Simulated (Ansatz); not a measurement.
Several settings on one geometry of In(H2S)H3 (InH5S) (that of the charge 0 singlet, r2SCAN-D4/def2-TZVP). Ansatz on 4 threads of Arm Neoverse V1 on a shared host; times are rough.

```csv
atom,x (Å),y (Å),z (Å)
In1,0.1217,-0.2019,-1.2019
S2,0.1538,-0.2683,1.6453
H3,0.5212,1.0178,1.7774
H4,-1.1493,0.0355,1.7721
H5,1.8421,-0.1858,-1.3420
H6,-0.7463,1.2914,-1.3033
H7,-0.7432,-1.6887,-1.3476
```

Totals from different functionals, basis sets or treatments of relativity can't be compared as stabilities.

In the def2 sets In takes a core potential; there is no spin–orbit coupling.

Q: Give the basis size and estimate the energy, ⟨S²⟩, dipole and time of these runs.

```json
{"run": "1", "method": "RKS r2SCAN0-D3(BJ)/STO-3G", "charge": "0", "state": "singlet", "further keys": "final_grid: {core_spheres: 5, valence_spheres: 4, degree: 11}; scf: {omitted_lower_state_checks: [starts]}; forces asked"}
{"run": "2", "method": "RKS revPBE-D3(BJ)-ATM/def2-mTZVP", "charge": "0", "state": "singlet", "further keys": "pseudopotentials: {relativity: none}; scf: {lower_state_search: light}; forces asked"}
{"run": "3", "method": "RKS ωB97X-V/def2-TZVP", "charge": "0", "state": "singlet", "further keys": "forces asked"}
```

A: 
| run | functions | energy (Eh) | ⟨S²⟩ | dipole (D) | wall time |
| --- | --- | --- | --- | --- | --- |
| 1 | 41 | -6081.8905 | – | 3.87 | 0.7 s |
| 2 | 73 | -591.2766 | – | 3.05 | 0.6 s |
| 3 | 117 | -591.2282 | – | 2.92 | 3.5 s |
